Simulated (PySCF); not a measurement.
**`[C-]#[N+]C=C=C=CC#C`, C₇H₃N**

Molfile (atoms numbered from 1):
```
C7H3N
     RDKit          3D

 11 10  0  0  0  0  0  0  0  0999 V2000
   -4.4820    1.2473    0.6717 C   0  0  0  0  0  0  0  0  0  0  0  0
   -3.5619    0.5100    0.6802 N   0  0  0  0  0  0  0  0  0  0  0  0
   -2.5195   -0.3711    0.6941 C   0  0  0  0  0  0  0  0  0  0  0  0
   -1.2463   -0.0036    0.5712 C   0  0  0  0  0  0  0  0  0  0  0  0
   -0.0279    0.3097    0.4572 C   0  0  0  0  0  0  0  0  0  0  0  0
    1.2520    0.6616    0.3353 C   0  0  0  0  0  0  0  0  0  0  0  0
    2.3308   -0.2532    0.3499 C   0  0  0  0  0  0  0  0  0  0  0  0
    3.2765   -1.0155    0.3590 C   0  0  0  0  0  0  0  0  0  0  0  0
   -2.7930   -1.4254    0.8150 H   0  0  0  0  0  0  0  0  0  0  0  0
    1.4904    1.7272    0.2157 H   0  0  0  0  0  0  0  0  0  0  0  0
    4.1092   -1.6949    0.3676 H   0  0  0  0  0  0  0  0  0  0  0  0
  1  2  3  0
  2  3  1  0
  3  4  2  0
  4  5  2  0
  5  6  2  0
  6  7  1  0
  7  8  3  0
  3  9  1  0
  6 10  1  0
  8 11  1  0
M  CHG  2   1  -1   2   1
M  END
```

Theory: PySCF, quadratic response CAM-B3LYP/def2-TZVPD first hyperpolarisability, Taylor convention, gas phase. Geometry: PBE0-D3(BJ)/def2-SVP.

(1) Give the tensor of the static β(0;0,0) in the axes of these coordinates.

Answers

(1) In au, Taylor convention; rows are the first index (the induced dipole):
|  | xx | yy | zz | xy | xz | yz |
| --- | --- | --- | --- | --- | --- | --- |
| x | +480.7 | +50.0 | -43.8 | -187.7 | -20.9 | +4.3 |
| y | -187.7 | -12.5 | +9.2 | +50.0 | +4.3 | -0.4 |
| z | -20.9 | -0.4 | +6.5 | +4.3 | -43.8 | +9.2 |

Norm of βᵢ = ⅓ Σⱼ (βᵢⱼⱼ + βⱼᵢⱼ + βⱼⱼᵢ): 523.2 au, hyper-Rayleigh value 233.2 au.
